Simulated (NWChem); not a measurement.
# GeNH$_{5}$O; SMILES [NH2][GeH2][OH]

```xyz
8

Ge    -0.3428     0.0086     0.0000
N      0.6444    -1.5159     0.0000
O      0.7636     1.4154     0.0000
H     -1.1989     0.0257     1.2808
H     -1.1989     0.0257    -1.2808
H      1.2210    -1.6503    -0.8261
H      1.2210    -1.6503     0.8261
H      0.3053     2.2624     0.0000
```
Atoms are numbered in this order, from 1.

Computed with NWChem. Pople sets run with spherical d functions. Structure relaxed at the PBE0/def2-SVP level. Total energies compare along this basis series because the functional is fixed.

```csv
level,basis functions,energy (Ha),highest occupied level (eV),orbital gap (eV),dipole (D)
TPSS/STO-3G,33,-2184.2493,-1.49,6.94,0.86
TPSS/3-21G,50,-2199.1885,-5.49,6.36,0.77
TPSS/6-31G*,70,-2209.6957,-5.99,6.31,0.54
TPSS/6-311G**,110,-2210.0030,-6.20,6.24,0.51
```
